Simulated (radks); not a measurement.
Hg, configuration [Xe] 4f14 5d10 6s1 7p1 (not the ground configuration). Method: scalar-relativistic Kohn-Sham, r2SCAN, spin-unpolarised, spherical densities, finite nucleus; meta-GGA in the generalised Kohn-Sham scheme; Fermi nuclear charge, rms radius 5.4648 fm; computed with a radial shooting solver on a logarithmic mesh with Libxc functionals.

X-ray form factor f0, the Fourier transform of the density (f0(0) = 80):

| sin(theta)/lambda (1/angstrom) | f0 (electrons) |
|---|---|
| 0.05 | 78.091 |
| 0.1 | 75.647 |
| 0.15 | 72.130 |
| 0.2 | 68.137 |
| 0.25 | 64.093 |
| 0.3 | 60.218 |
| 0.4 | 53.306 |
| 0.5 | 47.560 |
| 0.6 | 42.776 |
| 0.8 | 35.125 |
| 1 | 29.072 |
| 1.25 | 23.254 |
| 1.5 | 19.240 |
| 2 | 14.877 |
